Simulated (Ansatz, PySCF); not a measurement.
Noncovalent pair: HF (SMILES F) (first 2 atoms) with H2 (SMILES [H][H]); geometry from B3LYP-D3(BJ)/def2-TZVP.
(charge 0, multiplicity 1):
```xyz
4

F      0.069     0.092    -0.127
H      0.109     0.082     0.799
H      0.568     0.080     2.718
H     -0.177     0.042     2.750
```

Basis-set superposition error: the interaction energy with monomers in their own basis, and in the dimer's basis (counterpoise).

Programs: Ansatz (Gaussian basis) for Hartree–Fock, density functionals and correlated methods; PySCF for 6-31G* rows, M06-2X. 

| level | uncorrected (kcal/mol) | counterpoise (kcal/mol) | difference |
|---|---|---|---|
| HF/6-31G* | 0.56 | 0.76 | 0.20 |
| revPBE/def2-TZVPPD | -0.53 | -0.51 | 0.02 |
| B3LYP/6-31G* | -0.38 | -0.07 | 0.30 |
| B3LYP/def2-TZVPPD | -0.97 | -0.95 | 0.02 |
| PBE0/def2-TZVPPD | -1.28 | -1.26 | 0.01 |
| M06-2X/def2-TZVPPD | -1.13 | -1.12 | 0.02 |
| CAM-B3LYP/def2-TZVPPD | -1.29 | -1.27 | 0.02 |
| MP2/aug-cc-pVTZ | -1.13 | -0.94 | 0.19 |
| CCSD(T)/aug-cc-pVDZ | -1.28 | -0.79 | 0.50 |
| CCSD(T)/aug-cc-pVQZ | -1.14 | -1.04 | 0.09 |

The error is largest for CCSD(T)/aug-cc-pVDZ (0.50 kcal/mol) and smallest for PBE0/def2-TZVPPD (0.01 kcal/mol).

Ansatz is a quantum-chemistry and plane-wave program.
